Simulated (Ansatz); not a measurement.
Coupled-cluster diagnostics for Li₇Sn, Ansatz.

Geometry of the doublet (PBE0-D4/def2-TZVP):

| atom | x (Å) | y (Å) | z (Å) |
| --- | --- | --- | --- |
| Li1 | 1.398 | 0.429 | 1.581 |
| Li2 | -0.943 | -1.014 | 1.160 |
| Li3 | 0.715 | 1.369 | -2.865 |
| Li4 | -1.066 | 1.301 | 3.355 |
| Li5 | -1.498 | -0.616 | -2.266 |
| Li6 | 1.530 | -2.714 | -0.165 |
| Li7 | -0.835 | 1.619 | 0.093 |
| Sn8 | 0.700 | -0.373 | -0.894 |

In the def2 sets Sn takes a core potential; there is no spin–orbit coupling. Correlated methods freeze 4 core orbitals; core or outer-core shells of Li, Sn are correlated, in sets that lack core-valence functions. In CCSD on the charge 0 doublet the largest single amplitude is 0.17, so its Hartree–Fock determinant may place the open shell otherwise than the density functionals do. Another isomer (doublet) lies 0.15 eV lower at PBE0-D4/def2-TZVP; other spin states weren't run for this one.

Task: Estimate the CCSD(T) correlation energy, the shares of MP2 and (T), T1 and the reference's ⟨S²⟩ for: charge 0, doublet, own geometry in def2-TZVP; and the rough time on 4 threads of Intel Xeon Platinum 8488C on a shared host.

Result: 
```tsv
state	basis	correlation (eV)	MP2 share (%)	(T) share (%)	T1	⟨S²⟩ (pure)	wall time	remarks
charge 0, doublet, own geometry	def2-TZVP	-18.396	91.4	3.3	0.054	1.37 (0.75)	2.3 min	large T1 (0.054), spin-contaminated (⟨S²⟩ 1.37)
```
Customary marks for T1 are 0.02 (closed shells), 0.045 (open shells) and about 0.05 (3d metals). T1 exceeds 0.02 in 1 of 1 rows and 0.045 in 1; the higher it lies, the less the single-reference result can be trusted.
